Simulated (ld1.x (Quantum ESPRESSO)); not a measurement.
# N (Z = 7), PAW: configuration errors across variants

ld1.x (Quantum ESPRESSO) 7.5 input, shortened:

```
&input
   title='N', zed=7., rel=1, dft='WC', iswitch=3,
   config='[He] 2s2 2p3 3d-2'
 /
 &inputp
   pseudotype=3, lpaw=.true., tm=.true., lloc=-1, rcloc=1.40,
   nlcc=.true., new_core_ps=.true., rcore=0.70,
   which_augfun='PSQ', rmatch_augfun_nc=.true.
 /
5
2S  1  0   2.00   0.00  0.90  1.05  0.0
2S  1  0   0.00   0.15  0.90  1.05  0.0
2P  2  1   3.00   0.00  1.60  2.20  0.0
2P  2  1   0.00   0.40  1.60  2.20  0.0
3D  3  2  -2.00   0.10  1.70  2.40  0.0
 &test
   configts(1)='2s2 2p3'
 /
```

All-electron excitation energies from the reference (eV): (1) 2s2 2p2 13.561; (2) 2s2 2p1 42.379; (3) 2s2 2p0 89.372; (4) 2s1 2p0 167.012; (5) 2s0 2p5 22.885; (6) 2s1 2p3 25.266; (7) 2s2 2p2.5 5.078.

The overlap operator is not positive definite (basis up to 400 Ry) in “base”, “all radii but the core radius scaled by about 0.80 (s 0.84, p 1.76, d 1.92 bohr, rcut 0.72/1.28/1.36); local potential all-electron potential smoothed inside 1.12 bohr (lloc = -1)”, “all radii but the core radius scaled by about 0.86 (s 0.90, p 1.90, d 2.06 bohr, rcut 0.78/1.38/1.46); local potential all-electron potential smoothed inside 1.20 bohr (lloc = -1)”. Such files are unfit for use, however small their errors in these radial tests.

Tests that are not counted but printed errors over 1 eV. “all radii but the core radius scaled by about 1.20 (s 1.26, p 2.64, d 2.88 bohr, rcut 1.08/1.92/2.04); local potential all-electron potential smoothed inside 1.68 bohr (lloc = -1)”: 2s2 2p2 (solver errors, printed error -128 eV). “all radii but the core radius scaled by about 1.26 (s 1.32, p 2.76, d 3.02 bohr, rcut 1.12/2.00/2.14); local potential all-electron potential smoothed inside 1.76 bohr (lloc = -1)”: 2s1 2p3 (solver errors, printed error -132 eV); 2s2 2p2 (solver errors, printed error -128 eV); 1 more. “all radii but the core radius scaled by about 1.40 (s 1.46, p 3.08, d 3.36 bohr, rcut 1.26/2.24/2.38); local potential all-electron potential smoothed inside 1.96 bohr (lloc = -1)”: 2s2 2p2.5 (solver errors, printed error -158 eV); 2s1 2p3 (solver errors, printed error -131 eV); 2 more.

Errors AE − PS in meV (a dash: test not solved or not reliable):

```tsv
change	(1)	(2)	(3)	(4)	(5)	(6)	(7)	bound ghosts
base	-6.8	-33	-12	-39	-2.0	-9.6	-1.3	not determined (overlap not positive)
all radii but the core radius scaled by about 0.80 (s 0.84, p 1.76, d 1.92 bohr, rcut 0.72/1.28/1.36); local potential all-electron potential smoothed inside 1.12 bohr (lloc = -1)	-0.9	-5.3	-12	-41	-2.2	-1.9	-0.3	not determined (overlap not positive)
all radii but the core radius scaled by about 0.86 (s 0.90, p 1.90, d 2.06 bohr, rcut 0.78/1.38/1.46); local potential all-electron potential smoothed inside 1.20 bohr (lloc = -1)	-2.2	-12	-12	-41	-2.2	-3.6	-0.5	not determined (overlap not positive)
all radii but the core radius scaled by about 0.95 (s 1.00, p 2.08, d 2.26 bohr, rcut 0.84/1.50/1.60); local potential all-electron potential smoothed inside 1.32 bohr (lloc = -1)	+5.0	-18	-12	-40	-1.9	+5.8	+2.4	none
all radii but the core radius scaled by about 1.20 (s 1.26, p 2.64, d 2.88 bohr, rcut 1.08/1.92/2.04); local potential all-electron potential smoothed inside 1.68 bohr (lloc = -1)	–	-112	-17	-41	-1.9	-31	-4.1	none
all radii but the core radius scaled by about 1.26 (s 1.32, p 2.76, d 3.02 bohr, rcut 1.12/2.00/2.14); local potential all-electron potential smoothed inside 1.76 bohr (lloc = -1)	–	–	-11	-31	-1.9	–	-4.6	none
all radii but the core radius scaled by about 1.40 (s 1.46, p 3.08, d 3.36 bohr, rcut 1.26/2.24/2.38); local potential all-electron potential smoothed inside 1.96 bohr (lloc = -1)	–	–	-12	-31	-1.9	–	–	none
```

Question: Give the same row for: all radii but the core radius scaled by about 1.08 (s 1.14, p 2.38, d 2.60 bohr, rcut 0.98/1.74/1.84); local potential all-electron potential smoothed inside 1.52 bohr (lloc = -1).

Answer: -13, -62, -15, -41, -2.0, -18, -2.3; bound ghosts: none.
